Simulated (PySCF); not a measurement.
**Do core-level shifts follow atomic charges?**

C4H5Br.
Geometry (PBE0-D3(BJ)/def2-SVP, Å), atoms numbered from 1 in this order:
```
atom  x, y, z in Å
C1    -1.1659   -0.6008   -0.1172
C2    -0.1445    0.4333    0.2918
C3     1.2621    0.0502    0.7290
C4     1.1406    0.6057   -0.4363
Br5    1.9233    1.1880   -1.9960
H6    -1.8658   -0.1901   -0.8630
H7    -1.7644   -0.9314    0.7471
H8    -0.6798   -1.4855   -0.5560
H9    -0.5910    1.3321    0.7518
H10    1.8608   -0.4061    1.5120
```

Binding energies: PySCF 2.14.0, delta-SCF UKS SCAN, pcX-2 on the ionised atom, pcseg-1 elsewhere, spin-free X2C. Charges: PBE0/pcSseg-1 ground-state density, for the ionised atom.

| atom | environment | C 1s (eV) | Mulliken (e) | IAO (e) | Hirshfeld (e) | ESP (e) |
| --- | --- | --- | --- | --- | --- | --- |
| C3 | alkene CH carbon | 290.56 | -0.057 | -0.169 | -0.054 | -0.215 |
| C1 | methyl carbon | 290.59 | -0.222 | -0.428 | -0.124 | -0.415 |
| C2 | allylic carbon | 291.21 | -0.189 | -0.087 | -0.033 | +0.144 |
| C4 | fully substituted alkene carbon | 291.60 | +0.010 | -0.114 | -0.028 | -0.141 |

Q: How well does each charge scheme correlate with the binding energies over these sites?

A: Hirshfeld: r = 0.72, slope 8.2 eV per e; IAO: r = 0.66, slope 2.1 eV per e; ESP: r = 0.58, slope 1.3 eV per e; Mulliken: r = 0.47, slope 2.2 eV per e. Hirshfeld charges have the highest r, on only 4 points.

Q: The point-charge model writes a binding energy as kq + V + constant, with V the potential of the other atoms' charges at the site. What does it give with the IAO charges?

A: V = Σ 14.40 eV Å × q/r over all other atoms: +0.99 eV at C3, +4.96 eV at C1, -1.07 eV at C2, -0.62 eV at C4. Fitting binding energy − V to q gives k = 19.5 eV per e and leaves an rms residual of 0.57 eV, against 0.33 eV for the fit on q alone. The model has no term for differences in relaxation between sites.

The unrestricted hole states depart most from a pure doublet (⟨S²⟩ = 0.75; over 0.85 named) for C 1s of C4 (0.85), which makes this value less certain. Isolated species at its PBE0-D3(BJ)/def2-SVP geometry, gas phase.
